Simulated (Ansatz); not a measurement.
Al3Ga2⁺. The state is a quintet with charge 1. Geometry r2SCAN-D4/def2-SVP; atoms count from 1.

Cartesian coordinates in Å:
```
Al -0.8836 -0.4262 -2.5688
Al -1.4085 1.0489 -0.4108
Al 2.0095 -0.0074 1.8430
Ga -0.6110 -0.2485 1.7096
Ga 0.8936 -0.3668 -0.5730
```

At PBE0-D4/def2-TZVP a triplet of charge 1 lies 0.26 eV below the quintet, each at its own geometry. The structure comes from a short search, and lower isomers may exist.

(1) Estimate the Mulliken populations from the PBE0/def2-TZVP orbitals of Ansatz.

(2) Where does the spin sit?

(3) And the Mayer bond orders between bonded heavy atoms (over 0.3)?

Answers

(1) 
```tsv
atom	charge (e)	spin (α − β)
Al1	0.39	0.73
Al2	0.15	0.84
Al3	0.39	0.71
Ga4	0.15	0.78
Ga5	-0.08	0.94
```
Mulliken values and Mayer orders depend strongly on the basis.

(2) Summed by element: Al 2.28, Ga 1.72, of 4 unpaired in all. Largest on single atoms: Ga5 0.94, Al2 0.84, Ga4 0.78.

(3) Al1–Al2 0.63 (2.67 Å); Al1–Ga5 0.60 (2.67 Å); Al2–Ga4 0.69 (2.61 Å); Al2–Ga5 0.61 (2.71 Å); Al3–Ga4 0.61 (2.64 Å); Al3–Ga5 0.59 (2.69 Å); Ga4–Ga5 0.53 (2.74 Å).
